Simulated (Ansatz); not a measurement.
Coupled-cluster diagnostics for the cluster AsS₂⁺, Ansatz.

Geometry of the singlet (PBE0-D4/def2-TZVP):

```xyz
3

As    0.000    0.000    0.000
S    -0.140   -0.741   -1.801
S     0.140    0.741    1.801
```

Correlated methods freeze 19 core orbitals; core or outer-core shells of As are correlated, in sets that lack core-valence functions. Another isomer (singlet) lies 0.74 eV lower at PBE0-D4/def2-TZVP; other spin states weren't run for this one.

Estimate the CCSD(T) correlation energy, the shares of MP2 and (T), T1 and the reference's ⟨S²⟩ for: charge 1, singlet, own geometry in def2-TZVPP; and the rough time on 4 threads of Arm Neoverse V1 on a shared host.


```csv
state,basis,correlation (eV),MP2 share (%),(T) share (%),T1,⟨S²⟩ (pure),wall time
"charge 1, singlet, own geometry",def2-TZVPP,-17.453,92.3,6.2,0.020,0.00 (0.00),3.2 s
```
Customary marks for T1 are 0.02 (closed shells), 0.045 (open shells) and about 0.05 (3d metals). T1 stays under 0.02 throughout.
